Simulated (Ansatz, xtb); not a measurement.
Two isomers of C6H6OS

Structure a: `O=C1C=CC(=S)CC1`, a singlet. Structure b: `OC1=CCC(=S)C=C1`, a singlet. Both are isolated molecules in the gas phase, relaxed with PBE-D3(BJ)/def2-SVP; the shapes shown needn't be the lowest conformers.

a (Å):

```tsv
atom	x (Å)	y (Å)	z (Å)
C	0.8304	0.5873	-1.5971
C	1.8498	-0.1646	-2.3722
C	2.3526	-1.3657	-1.9586
C	1.8686	-2.0525	-0.7637
C	0.6119	-1.4951	-0.1332
C	0.5187	0.0354	-0.2123
O	0.3234	1.6135	-2.0363
S	2.6414	-3.3956	-0.1896
H	2.1985	0.3168	-3.2998
H	3.1585	-1.8662	-2.5192
H	-0.2419	-1.9403	-0.6956
H	0.5234	-1.8650	0.9056
H	-0.4731	0.4129	0.1021
H	1.2669	0.4879	0.4779
```

b (Å):

| atom | x (Å) | y (Å) | z (Å) |
| --- | --- | --- | --- |
| C | 0.9208 | 0.3237 | -1.6519 |
| C | 0.8485 | -0.9267 | -2.1921 |
| C | 1.2487 | -2.1395 | -1.4076 |
| C | 1.7418 | -1.9238 | 0.0140 |
| C | 1.7797 | -0.5590 | 0.4929 |
| C | 1.3943 | 0.4992 | -0.2885 |
| O | 0.5812 | 1.4830 | -2.2810 |
| S | 2.2162 | -3.1948 | 0.9766 |
| H | 0.2775 | 1.2687 | -3.1831 |
| H | 0.4907 | -1.0723 | -3.2252 |
| H | 2.0336 | -2.7081 | -1.9572 |
| H | 0.4029 | -2.8637 | -1.3673 |
| H | 2.1348 | -0.3995 | 1.5217 |
| H | 1.4318 | 1.5302 | 0.0963 |

Estimate which is lower in electronic energy at CCSD(T)/def2-SVP + ΔMP2/def2-TZVPP, and by roughly how much.

The CCSD(T)/def2-SVP + ΔMP2/def2-TZVPP calculation puts structure a lower, by 8.8 kcal/mol.

The same difference at several levels:

| level | geometry | E(b) − E(a) (kcal/mol) | departure from the last row (kcal/mol) | job, with rough time for the two |
| --- | --- | --- | --- | --- |
| GFN2-xTB | GFN2-xTB | −0.3 | −9.1 | optimisation, 0.46 s |
| HF/STO-3G | GFN2-xTB | +17.4 | +8.5 | single point, 2.3 s |
| r2SCAN-D4/def2-SVP | GFN2-xTB | +7.2 | −1.7 | single point, 14 s |
| PBE-D3(BJ)/def2-SVP | PBE-D3(BJ)/def2-SVP | +7.1 | −1.8 | optimisation, 89 s |
| HF/def2-SVP | PBE-D3(BJ)/def2-SVP | +12.0 | +3.1 | part of the CCSD(T) run |
| MP2/def2-SVP | PBE-D3(BJ)/def2-SVP | +12.3 | +3.5 | part of the CCSD(T) run |
| CCSD(T)/def2-SVP | PBE-D3(BJ)/def2-SVP | +12.6 | +3.8 | single point |
| CCSD(T)/def2-SVP + ΔMP2/def2-TZVPP | PBE-D3(BJ)/def2-SVP | +8.8 |  | single point, 6.2 min |

As drawn, b has 1 C–O, 1 C=C, 1 O–H in place of 1 C=O, 1 C–C, 1 C–H.

GFN2-xTB finds them nearly level. The largest departure from CCSD(T)/def2-SVP + ΔMP2/def2-TZVPP is that of GFN2-xTB, 9.1 kcal/mol. The last row adds to CCSD(T) the change of the MP2 difference between the two basis sets, here −3.8 kcal/mol, a large step that makes the value less sure.

With thermal terms from frequencies at re-optimised GFN2-xTB minima (ideal gas, soft modes damped towards free rotors, one conformer each, 298.15 K, 1 atm): on the last row, ΔE + ΔZPE = +8.2, ΔH = +8.3, ΔG = +8.4 kcal/mol.

The correlated steps freeze 12 core orbitals. Codes used: Ansatz 0.2.0, xtb 6.7.1; the last row on 2 threads of Intel(R) Xeon(R) Processor @ 2.50GHz (Skylake/Cascade Lake) on a shared host.
